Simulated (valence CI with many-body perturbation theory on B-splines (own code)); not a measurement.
## E1 transitions of Xe41+

Level of theory: valence CI with perturbative core correlation (CI+MBPT): three valence electrons over a frozen Dirac-Fock core [Ne], a basis of 11 s, 11 p, 9 d, 7 f, 5 g, 2 h, 1 i functions for each j, with the one-electron correlation potential Σ1 (screened to all orders), the two-electron term Σ2, the three-electron term Σ3, Breit, model QED; selected single and double excitations, second order for the rest (own B-spline code, finite nucleus).

No measured spectrum was set against this ion. As an estimate, large intervals hold to a few tenths of a per cent, small ones and those within an open d or f shell to about a per cent.

Lines 1 to 50 of 282 in falling wavelength, among levels below 594.65 eV, chosen from the strongest by gf and those to the six lowest levels. Wavelengths and rates use the calculated energies. Electric multipoles are in the length gauge, E1 and E2 with the static RPA response of the core. Weak lines are less certain than strong ones. Lines between different terms over intervals too small for the method are left out, as are lines whose strength nearly cancels.

Levels are named by their leading jj configuration (3d3/2^4 stands for four electrons in 3d with j = 3/2), which in mixed levels can hold well under half, so a name can repeat and another be missing. Letters in brackets count levels of one name in rising energy.

```csv
λ vac (Å),Upper,Lower,A (s⁻¹),S (a.u.)
658.8,(3s 3p1/2^2) J=1/2,(3s^2 3p3/2) J=3/2,2.42e+06,6.82e-04
166.9,(3p1/2 3p3/2 3d3/2) J=7/2,(3s 3p3/2 3d3/2) J=5/2 [b],2.22e+09,4.07e-02
154.4,(3s 3p1/2 3d3/2) J=5/2,(3s^2 3d3/2) J=3/2,3.23e+09,3.52e-02
147.7,(3s 3p1/2 3p3/2) J=3/2 [a],(3s^2 3p3/2) J=3/2,7.27e+08,4.63e-03
146.7,(3p1/2 3p3/2 3d5/2) J=7/2 [b],(3s 3p3/2 3d5/2) J=5/2 [b],4.75e+09,5.92e-02
142.4,(3p1/2 3p3/2 3d5/2) J=9/2,(3s 3p3/2 3d5/2) J=7/2 [b],3.73e+09,5.32e-02
138.1,(3p1/2 3p3/2^2) J=5/2,(3s 3p3/2^2) J=3/2,3.98e+09,3.10e-02
130.3,(3s 3p1/2 3p3/2) J=5/2,(3s^2 3p3/2) J=3/2,5.05e+09,3.31e-02
126.2,(3p1/2 3p3/2 3d5/2) J=9/2,(3s 3p3/2 3d5/2) J=7/2 [a],8.02e+09,7.95e-02
124.5,(3p1/2 3p3/2 3d3/2) J=5/2 [a],(3s 3p3/2 3d3/2) J=5/2 [a],5.54e+09,3.17e-02
124.2,(3p1/2 3p3/2 3d5/2) J=7/2 [b],(3s 3p3/2 3d5/2) J=7/2 [b],3.54e+09,2.68e-02
122.9,(3s 3p1/2 3d5/2) J=7/2,(3s^2 3d5/2) J=5/2,6.17e+09,4.52e-02
122.7,(3p1/2^2 3d3/2) J=3/2,(3s 3p1/2 3d3/2) J=3/2 [b],7.92e+09,2.89e-02
122.3,(3s 3p1/2^2) J=1/2,(3s^2 3p1/2) J=1/2,1.16e+10,2.09e-02
121.4,(3p1/2^2 3d3/2) J=3/2,(3s 3p1/2 3d3/2) J=1/2,8.92e+09,3.15e-02
119.9,(3p1/2^2 3p3/2) J=3/2,(3s 3p1/2 3p3/2) J=3/2 [b],5.39e+09,1.83e-02
118.9,(3p1/2 3p3/2^2) J=1/2,(3s 3p3/2^2) J=1/2,1.63e+10,2.71e-02
118.6,(3p1/2 3p3/2 3d5/2) J=3/2 [b],(3s 3p3/2 3d5/2) J=1/2,7.19e+09,2.37e-02
118.1,(3p1/2 3p3/2 3d5/2) J=5/2 [a],(3s 3p3/2 3d3/2) J=3/2 [b],5.80e+09,2.83e-02
117.7,(3p1/2 3p3/2 3d3/2) J=3/2 [a],(3s 3p3/2 3d3/2) J=3/2 [a],9.61e+09,3.09e-02
117.4,(3p1/2 3p3/2 3d3/2) J=7/2,(3s 3p3/2 3d3/2) J=7/2,8.47e+09,5.41e-02
117.0,(3p1/2 3p3/2 3d5/2) J=5/2 [b],(3s 3p3/2 3d5/2) J=7/2 [b],7.54e+09,3.58e-02
116.4,(3p1/2 3p3/2 3d3/2) J=1/2 [a],(3s 3p3/2 3d3/2) J=1/2 [a],1.48e+10,2.30e-02
115.1,(3p1/2 3p3/2 3d3/2) J=7/2,(3s 3p3/2 3d3/2) J=5/2 [a],4.36e+09,2.63e-02
114.7,(3s 3p1/2 3d5/2) J=5/2 [b],(3s^2 3d5/2) J=5/2,7.96e+09,3.56e-02
113.9,(3s 3p1/2 3d5/2) J=3/2,(3s^2 3d5/2) J=5/2,1.11e+10,3.23e-02
112.5,(3p1/2 3p3/2 3d5/2) J=3/2 [a],(3s 3p3/2 3d5/2) J=5/2 [a],1.55e+10,4.34e-02
112.2,(3s 3p1/2 3p3/2) J=3/2 [b],(3s^2 3p3/2) J=3/2,7.42e+09,2.07e-02
111.9,(3p1/2^2 3d5/2) J=5/2,(3s 3p1/2 3d5/2) J=3/2,1.33e+10,5.50e-02
111.7,(3p1/2 3p3/2 3d5/2) J=7/2 [b],(3s 3p3/2 3d5/2) J=7/2 [a],5.52e+09,3.04e-02
111.7,(3p1/2 3p3/2^2) J=5/2,(3s 3p3/2^2) J=5/2,9.00e+09,3.71e-02
111.1,(3p1/2^2 3d5/2) J=5/2,(3s 3p1/2 3d5/2) J=5/2 [b],1.91e+10,7.75e-02
110.1,(3p1/2 3p3/2 3d5/2) J=5/2 [a],(3s 3p3/2 3d5/2) J=5/2 [a],1.50e+10,5.93e-02
106.3,(3p1/2 3p3/2 3d5/2) J=5/2 [a],(3s 3p3/2 3d5/2) J=3/2 [a],8.33e+09,2.96e-02
105.9,(3p1/2 3p3/2^2) J=3/2,(3s 3p3/2^2) J=5/2,1.67e+10,3.91e-02
105.8,(3p1/2 3p3/2 3d5/2) J=5/2 [b],(3s 3p3/2 3d5/2) J=7/2 [a],1.34e+10,4.70e-02
105.7,(3s 3p1/2 3d3/2) J=3/2 [a],(3s 3p1/2 3p3/2) J=3/2 [b],6.57e+09,1.53e-02
105.0,(3p1/2 3p3/2 3d5/2) J=7/2 [a],(3s 3p3/2 3d5/2) J=9/2,2.75e+10,1.26e-01
104.5,(3s 3p1/2 3p3/2) J=1/2,(3s^2 3p3/2) J=3/2,1.28e+10,1.44e-02
104.4,(3p1/2^2 3d5/2) J=5/2,(3s 3p1/2 3d5/2) J=7/2,3.61e+10,1.21e-01
104.3,(3p1/2^2 3p3/2) J=3/2,(3s 3p1/2 3p3/2) J=5/2,3.19e+10,7.16e-02
103.7,(3p1/2^2 3d3/2) J=3/2,(3s 3p1/2 3d3/2) J=5/2,3.90e+10,8.58e-02
101.3,(3p1/2 3p3/2 3d3/2) J=5/2 [b],(3s 3p3/2 3d3/2) J=7/2,2.95e+10,9.08e-02
99.92,(3p1/2 3p3/2 3d5/2) J=9/2,(3s 3p3/2 3d5/2) J=9/2,2.26e+10,1.11e-01
99.80,(3p1/2 3p3/2 3d3/2) J=3/2 [b],(3s 3p3/2 3d3/2) J=5/2 [a],1.39e+10,2.72e-02
99.70,(3p1/2 3p3/2 3d3/2) J=5/2 [a],(3p1/2 3p3/2^2) J=5/2,1.12e+10,3.30e-02
99.29,(3s 3p1/2 3d3/2) J=5/2,(3s 3p1/2 3p3/2) J=3/2 [b],9.63e+08,2.79e-03
97.52,(3p1/2^2 3d3/2) J=3/2,(3s 3p1/2 3d3/2) J=3/2 [a],1.79e+10,3.28e-02
95.39,(3p1/2^2 3p3/2) J=3/2,(3s 3p1/2 3p3/2) J=3/2 [a],1.05e+10,1.81e-02
93.40,(3s 3p1/2 3d3/2) J=3/2 [a],(3s 3p1/2 3p3/2) J=5/2,7.16e+09,1.15e-02
```
